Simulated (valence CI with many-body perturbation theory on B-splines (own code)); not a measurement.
Results of a calculation; reference values are marked as such.
# Ladder of approximations for Dy51+

Level of theory: configuration interaction combined with many-body perturbation theory (CI+MBPT): five valence electrons over a frozen Dirac-Fock core [Ne], radial functions for each j: 9 s, 9 p, 8 d, 6 f, 3 g, 1 h, with the one-electron correlation potential Σ1, the two-electron term Σ2, the three-electron term Σ3, Breit, model QED; selected CI, second order for the rest (own B-spline code, finite nucleus).

The last digits are not significant, and no measured levels were compared; by estimate large intervals hold to a few tenths of a per cent, small ones and those within an open d or f shell to about a per cent. Among the levels kept, up to 610 cm⁻¹ of a level comes from second order outside the variational space, and about a tenth of that is noise between levels of different J, which matters for small intervals.

Each rung adds one term. CI alone is the Dirac-Coulomb CI over the frozen core; QED comes last and gives the full result, which names the levels. Energies are above (3s^2 3p1/2^2 3p3/2) J=3/2 on the same rung, in Ry.

Levels are named by their leading jj configuration (3d3/2^4 stands for four electrons in 3d with j = 3/2), which in mixed levels can hold well under half, so a name can repeat and another be missing. Letters in brackets count levels of one name in rising energy.

```
                             Level  CI alone    + Σ1    + Σ2    + Σ3  + Breit    Full
        (3s^2 3p1/2 3p3/2^2) J=3/2    14.404  14.414  14.426  14.428   14.239  14.260
        (3s^2 3p1/2^2 3d3/2) J=3/2    14.687  14.670  14.650  14.641   14.592  14.555
        (3s^2 3p1/2 3p3/2^2) J=5/2    15.206  15.216  15.224  15.224   15.005  15.026
        (3s^2 3p1/2 3p3/2^2) J=1/2    16.142  16.152  16.157  16.155   15.974  15.994
        (3s^2 3p1/2^2 3d5/2) J=5/2    19.026  19.019  18.989  18.977   18.815  18.785
        (3s 3p1/2^2 3p3/2^2) J=5/2    25.219  25.212  25.210  25.218   25.173  24.993
        (3s 3p1/2^2 3p3/2^2) J=3/2    27.150  27.143  27.127  27.133   27.060  26.916
        (3s 3p1/2^2 3p3/2^2) J=1/2    27.168  27.161  27.152  27.157   27.129  26.958
(3s^2 3p1/2 3p3/2 3d3/2) J=5/2 [a]    28.992  28.986  28.975  28.970   28.702  28.686
(3s^2 3p1/2 3p3/2 3d3/2) J=3/2 [a]    29.158  29.151  29.137  29.131   28.893  28.866
(3s^2 3p1/2 3p3/2 3d3/2) J=1/2 [a]    29.143  29.137  29.127  29.121   28.891  28.875
    (3s^2 3p1/2 3p3/2 3d3/2) J=7/2    29.809  29.803  29.792  29.784   29.481  29.466
              (3s^2 3p3/2^3) J=3/2    30.675  30.694  30.711  30.710   30.333  30.373
(3s^2 3p1/2 3p3/2 3d3/2) J=5/2 [b]    31.678  31.672  31.626  31.609   31.354  31.332
(3s^2 3p1/2 3p3/2 3d3/2) J=3/2 [b]    32.249  32.242  32.177  32.160   31.956  31.903
(3s^2 3p1/2 3p3/2 3d3/2) J=1/2 [b]    32.230  32.224  32.172  32.155   31.945  31.910
(3s^2 3p1/2 3p3/2 3d5/2) J=7/2 [a]    32.565  32.567  32.558  32.552   32.200  32.194
(3s^2 3p1/2 3p3/2 3d5/2) J=3/2 [a]    33.223  33.225  33.207  33.200   32.865  32.849
    (3s^2 3p1/2 3p3/2 3d5/2) J=9/2    33.455  33.457  33.448  33.438   33.029  33.023
(3s^2 3p1/2 3p3/2 3d5/2) J=5/2 [a]    33.521  33.524  33.507  33.498   33.130  33.119
(3s^2 3p1/2 3p3/2 3d5/2) J=7/2 [b]    35.016  35.018  34.984  34.967   34.577  34.571
(3s^2 3p1/2 3p3/2 3d5/2) J=5/2 [b]    35.012  35.014  34.965  34.945   34.609  34.595
(3s^2 3p1/2 3p3/2 3d5/2) J=3/2 [b]    35.510  35.512  35.484  35.463   35.125  35.116
    (3s^2 3p1/2 3p3/2 3d5/2) J=1/2    35.737  35.739  35.702  35.682   35.366  35.351
(3s 3p1/2^2 3p3/2 3d3/2) J=5/2 [a]    39.542  39.518  39.500  39.500   39.419  39.193
(3s 3p1/2^2 3p3/2 3d3/2) J=3/2 [a]    39.671  39.646  39.628  39.627   39.562  39.336
(3s 3p1/2^2 3p3/2 3d3/2) J=1/2 [a]    39.764  39.739  39.723  39.722   39.678  39.451
    (3s 3p1/2^2 3p3/2 3d3/2) J=7/2    40.190  40.166  40.150  40.147   40.033  39.805
      (3s 3p1/2 3p3/2^3) J=3/2 [a]    40.474  40.476  40.479  40.484   40.267  40.116
(3s 3p1/2^2 3p3/2 3d3/2) J=3/2 [b]    41.344  41.320  41.288  41.286   41.194  40.982
          (3s 3p1/2 3p3/2^3) J=5/2    41.601  41.603  41.598  41.602   41.341  41.193
```

Q: How does the ionisation energy move along the ladder, and which term matters most?

A: CI alone 4635.1, + Σ1 4636.0, + Σ2 4636.1, + Σ3 4635.7, + Breit 4632.2, + QED 4631.9 eV. The largest step is Breit, -3.5 eV. NIST lists 4629 ± 4 eV (theoretical).
